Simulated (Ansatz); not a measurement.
Cost and result for the atomization energy of `N[SiH2]CBCl` (12 atoms, 11 bonds).

Cartesian coordinates in Å:
```
N -0.0240 0.4013 1.8265
Si 0.8516 -0.3709 0.5668
C 0.3160 0.3420 -1.1001
B -1.1773 0.0824 -1.3091
Cl -1.7392 -1.3575 -2.1428
H -1.0309 0.3740 1.8482
H 0.3541 0.4077 2.7599
H 0.6945 -1.8521 0.4842
H 2.2881 -0.0756 0.8080
H 0.5479 1.4089 -1.0324
H 0.9526 -0.1489 -1.8425
H -2.0333 0.7889 -0.8666
```

Total charge 0; spin multiplicity 1. The geometry is a stationary point of PBE0-D4/def2-TZVP. It is one conformer, not always the lowest. Program: Ansatz. All runs use 4 threads of an Intel Xeon Platinum 8488C on a shared host. Times are those of one run each, without the atoms' runs, and a repeat can differ threefold. Electronic energies, without spin–orbit coupling; frozen cores. CCSD(T)/CBS adds CCSD(T) − MP2 in def2-TZVPP to the MP2 limit, and its time is that of the two runs behind it. T1 = 0.011. B3LYP takes the VWN-RPA correlation (the form of Gaussian; ORCA's B3LYP/G).

CCSD(T)/CBS is a level of theory with its own doubt, some kJ/mol a heavy atom from the limit and from the frozen cores, so smaller differences don't rank the functionals.

```json
{"level": "PBE-D4/def2-TZVPP (with forces)", "functions": "275", "wall time": "2 s", "atomization (kJ/mol)": "4303.6", "difference from CCSD(T)/CBS": "57.8", "per bond": "5.3"}
{"level": "PBE0-D4/def2-TZVPP", "functions": "275", "wall time": "2.6 s", "atomization (kJ/mol)": "4257.7", "difference from CCSD(T)/CBS": "11.9", "per bond": "1.1"}
{"level": "r2SCAN-D4/def2-TZVPP (with forces)", "functions": "275", "wall time": "3.2 s", "atomization (kJ/mol)": "4264.1", "difference from CCSD(T)/CBS": "18.3", "per bond": "1.7"}
{"level": "B3LYP-D4/def2-TZVPP (with forces)", "functions": "275", "wall time": "4 s", "atomization (kJ/mol)": "4258.8", "difference from CCSD(T)/CBS": "13.0", "per bond": "1.2"}
{"level": "B2PLYP/def2-TZVPP", "functions": "275", "wall time": "4.5 s", "atomization (kJ/mol)": "4207.6", "difference from CCSD(T)/CBS": "-38.2", "per bond": "-3.5"}
{"level": "ωB97X-V/def2-TZVPP", "functions": "275", "wall time": "6 s", "atomization (kJ/mol)": "4273.0", "difference from CCSD(T)/CBS": "27.2", "per bond": "2.5"}
{"level": "ωB97M-V/def2-TZVPP (with forces)", "functions": "275", "wall time": "8 s", "atomization (kJ/mol)": "4277.2", "difference from CCSD(T)/CBS": "31.4", "per bond": "2.9"}
{"level": "MP2/def2-QZVPP", "functions": "521", "wall time": "19 s", "atomization (kJ/mol)": "4254.0", "difference from CCSD(T)/CBS": "8.2", "per bond": "0.7"}
{"level": "CCSD(T)/def2-TZVPP", "functions": "275", "wall time": "99 s", "atomization (kJ/mol)": "4135.3", "difference from CCSD(T)/CBS": "-110.5", "per bond": "-10.0"}
{"level": "CCSD(T)/CBS(def2)", "functions": "–", "wall time": "120 s", "atomization (kJ/mol)": "4245.8", "difference from CCSD(T)/CBS": "0.0", "per bond": "0.0"}
```

The D4 term adds +43.2 kJ/mol with B3LYP and +22.8 kJ/mol with PBE0; it sums over pairs of atoms, weighted by their polarisabilities, and B3LYP, whose exchange is more repulsive, gets the larger term. From PBE to PBE0 (25 % exact exchange), in def2-TZVPP and without D4, the atomization energy moves by −41.9 kJ/mol: exact exchange takes away binding that semilocal exchange gives to molecules. In def2-TZVPP, CCSD(T) changes the Hartree–Fock value by +958.4 kJ/mol (the triples alone add +54.1 kJ/mol) and MP2 by +1011.5 kJ/mol; breaking electron pairs costs correlation energy, which Hartree–Fock lacks.
